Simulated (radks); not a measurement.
The neodymium ion Nd2+ inside a hard spherical wall (all orbitals vanish at R), configuration held at [Xe] 4f4 and not refilled when levels cross. Method: scalar-relativistic Kohn-Sham, LDA (Slater exchange, VWN5 correlation), spin-polarised, spherical densities, finite nucleus; open shells are filled with parallel spins first (spin-orbit coupling, left out, can overturn this in heavy ions); Fermi nuclear charge, rms radius 4.9123 fm; computed with a radial shooting solver on a logarithmic mesh with Libxc functionals. Eigenvalues in eV for spin up, with the zero of energy where the potential of the charges vanishes at infinity; a dash marks a level that is unbound or too diffuse for the functional's potential to be trusted. A positive occupied level is held by the wall or, in an anion where self-interaction has pushed it up, behind a barrier. The pressure on the wall is -dE/dV.

R (bohr) = free: E (hartree) -9616.0672; kinetic (hartree) 10230.882; e(4d) -130.45; e(5s) -54.319; e(5p) -35.685; e(4f) -15.726; e(5d, empty) -13.961; e(6s, empty) -13.519; pressure (GPa) 0
R (bohr) = 15: E (hartree) -9616.0672; kinetic (hartree) 10230.882; e(4d) -130.45; e(5s) -54.319; e(5p) -35.685; e(4f) -15.726; e(5d, empty) -13.961; e(6s, empty) -13.519; pressure (GPa) < 0.0001
R (bohr) = 12: E (hartree) -9616.0672; kinetic (hartree) 10230.882; e(4d) -130.45; e(5s) -54.319; e(5p) -35.685; e(4f) -15.726; e(5d, empty) -13.961; e(6s, empty) -13.519; pressure (GPa) < 0.0001
R (bohr) = 10: E (hartree) -9616.0672; kinetic (hartree) 10230.882; e(4d) -130.45; e(5s) -54.319; e(5p) -35.685; e(4f) -15.726; e(5d, empty) -13.961; e(6s, empty) -13.516; pressure (GPa) < 0.0001
R (bohr) = 8: E (hartree) -9616.0672; kinetic (hartree) 10230.882; e(4d) -130.44; e(5s) -54.318; e(5p) -35.684; e(4f) -15.724; e(5d, empty) -13.953; e(6s, empty) -13.461; pressure (GPa) 0.000985
R (bohr) = 6: E (hartree) -9616.0665; kinetic (hartree) 10230.890; e(4d) -130.39; e(5s) -54.282; e(5p) -35.651; e(4f) -15.676; e(5d, empty) -13.787; e(6s, empty) -12.692; pressure (GPa) 0.105
R (bohr) = 3.5: E (hartree) -9615.8180; kinetic (hartree) 10232.744; e(4d) -126.51; e(5s) -51.410; e(5p) -32.515; e(4f) -12.002; e(5d, empty) -7.193; e(6s, empty) 6.811; pressure (GPa) 115
R (bohr) = 3: E (hartree) -9615.2260; kinetic (hartree) 10236.241; e(4d) -121.40; e(5s) -47.321; e(5p) -27.660; e(4f) -7.101; e(5d, empty) 0.729; e(6s, empty) 27.583; pressure (GPa) 535
R (bohr) = 2.5: E (hartree) -9613.1729; kinetic (hartree) 10246.269; e(4d) -110.30; e(5s) -36.900; e(5p) -14.961; e(4f) 3.860; e(5d, empty) 19.365; e(6s, empty) 73.782; pressure (GPa) 2710
R (bohr) = 2: E (hartree) -9605.5537; kinetic (hartree) 10277.364; e(4d) -86.488; e(5s) -6.517; e(5p) 21.622; e(4f) 28.941; e(5d, empty) 67.887; e(6s, empty) 186.36; pressure (GPa) 16500
R (bohr) = 1.5: E (hartree) -9571.6883; kinetic (hartree) 10397.511; e(4d) -26.772; e(5s) 107.10; e(5p) 151.24; e(4f) 96.127; e(5d, empty) 218.89; e(6s, empty) 510.37; pressure (GPa) 145000
